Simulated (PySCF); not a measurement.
**Spin states and ions at one geometry of [Bi(SH)4]+**

PySCF 2.14.0, RKS PBE, Bi def2-SVP with ECP60, S def2-SVP, H def2-SVP; non-relativistic Hamiltonian with scalar-relativistic core potentials where named; density fitting; no spin-orbit coupling; singlets restricted, open shells unrestricted. The geometry is relaxed for charge +1, singlet, vacuum:

```xyz
9

Bi    0.0000    0.0000    0.0000
S     1.4617    1.5837    1.3151
H     2.4445    0.6423    1.4648
S    -1.4617   -1.5837    1.3151
H    -2.4445   -0.6423    1.4648
S     1.5837   -1.4617   -1.3150
H     0.6422   -2.4445   -1.4648
S    -1.5837    1.4617   -1.3150
H    -0.6422    2.4445   -1.4648
```

Energies count from the relaxed state; an electron taken off or put on is at rest in vacuum. Charges and spins are Mulliken's.

| state | energy (eV) | spin squared | charge on Bi1 (e) | spin on Bi1 (e) | dipole about the centre of mass (D) |
| --- | --- | --- | --- | --- | --- |
| charge +1, singlet, vacuum | 0.00 | 0.00 | 0.64 | 0.00 | 0.00 |
| charge +1, triplet, vacuum | 1.19 | 2.01 | 0.63 | -0.01 | 0.01 |
| charge 0, doublet, vacuum | -7.39 | 0.75 | 0.61 | 0.04 | 0.00 |

Problem. What does the state charge +2, doublet, vacuum give?

Solution. energy (eV) 13.73, spin squared 0.77, charge on Bi1 (e) 0.66, spin on Bi1 (e) -0.04, dipole about the centre of mass (D) 1.94.

With an electron taken off (doublet) the charges change, summed by element, by Bi +0.02 e, S +0.81 e, H +0.18 e. The vertical ionisation energy is 13.73 eV, against −ε(HOMO) = 11.12 eV of the relaxed state. The level lies 2.6 eV too high, as is usual for semilocal functionals and global hybrids, which keep a self-interaction error.

With an electron put on (doublet) the charges change, summed by element, by Bi -0.03 e, S -0.77 e, H -0.20 e. The vertical electron affinity is 7.39 eV, against −ε(LUMO) = 9.81 eV of the relaxed state.

Open shells may have lower solutions than those found. Hard to converge, so the more doubtful: charge +1, triplet, vacuum; charge +2, doublet, vacuum.

A frequency check found unstable modes (1, the lowest at -5 cm⁻¹), so the relaxed geometry is a saddle point, or these are noise.
